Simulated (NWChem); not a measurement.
CH$_{3}$CaClN$_{2}$

```xyz
8

Ca    -0.0023     0.1787     0.0000
Cl     0.0012     2.6545     0.0000
C      0.0018    -2.4776     0.0000
N      0.0004    -1.8154    -1.1468
N      0.0004    -1.8154     1.1468
H      0.0039    -3.5865     0.0000
H      0.0020    -2.4159    -1.9630
H      0.0020    -2.4159     1.9630
```
Atoms are numbered in this order, from 1.

Computed with NWChem. All runs use the structure optimised with PBE0/def2-SVP. Ions are spin-unrestricted doublets at the neutral geometry; other ion states weren't tried.

### Question
What does the run give for PBE/def2-SVP? Quantities: −ε(HOMO) (eV).

### Answer
The −ε(HOMO) (eV) is 5.45.
